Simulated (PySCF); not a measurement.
**Polarisability and C₆ of F(2+) (fluorine, charge +2)**

[He] 2s2 2p3, high-spin 4S determinant. All numbers are calculated (PySCF 2.14, no relativity, point nucleus, in aug-cc-pwCVDZ (5s4p2d, 27 functions)). Coupled (time-dependent) response in atomic units; α is the mean over directions. A double-zeta set is small for polarisabilities.

```
method  mean α (bohr³)  C₆ (like pair)  S(−4)
   UHF           1.285           1.599  1.530
   PBE           1.253           1.612  1.239
  PBE0           1.251           1.596  1.269
revPBE           1.255           1.614  1.244
 M06-L           1.271           1.692  1.150
```

S(−4) is the Cauchy moment in α(ω) = α(0) + S(−4) ω² + …

α(iu) at UHF:

```
u (hartree)  α(iu) (bohr³)
          0          1.285
     0.0500          1.281
      0.100          1.270
      0.200          1.229
      0.300          1.169
      0.500          1.031
      0.750         0.8726
       1.00         0.7465
       1.50         0.5635
       2.00         0.4367
       3.00         0.2774
       5.00         0.1353
```

A single London oscillator, α(iu) = α/(1 + u²/ω²), gives C₆ = (3/4) ω α². Matching the computed C₆ needs ω = 4 × 1.599 / (3 × 1.285²) = 1.29 hartree.

For an ion, C₆ is the dispersion term alone; charge-induced terms of lower order in 1/R come first.
